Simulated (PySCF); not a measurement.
**Electronic structure of Pt²⁺ (platinum, charge +2) at the UHF level**

Configuration: [Xe] 4f14 5d8, high-spin 3F determinant. Computed with PySCF 2.14 in aug-cc-pVDZ-PP with ECP60MDF, with a scalar-relativistic core potential.

| Property | Result |
| --- | --- |
| Total energy | -117.614113 hartree |
| One-electron energy | -195.6092 hartree |
| Hartree (Coulomb) energy | 88.3882 hartree |
| Exchange energy | -10.3931 hartree |
| ⟨S²⟩ | 2.0028 |
| ⟨L²⟩ | 12.033 |
| Sum of ⟨r⟩ | 21.23 bohr |
| Sum of ⟨r²⟩ | 32.94 bohr² |
| Time after the integrals | 0.25 s of wall time on 1 thread of Neoverse-V1 (shared host) |

| shell | electrons | mean orbital energy (eV) | spread (eV) | rms radius, mean of both spins (bohr) |
| --- | --- | --- | --- | --- |
| 5s α | 1 | -141.96 | 0 | 1.03 |
| 5s β | 1 | -138.80 | 0 | 1.03 |
| 5p α | 3 | -92.430 | 0 | 1.19 |
| 5p β | 3 | -88.099 | 0 | 1.19 |
| 5d α | 5 | -32.625 | 1.072 | 1.67 |
| 5d β | 3 | -30.872 | 0 | 1.67 |

Energies and moments cover only the electrons outside the core potential. Spin-orbit coupling, absent here, splits the open shell strongly.
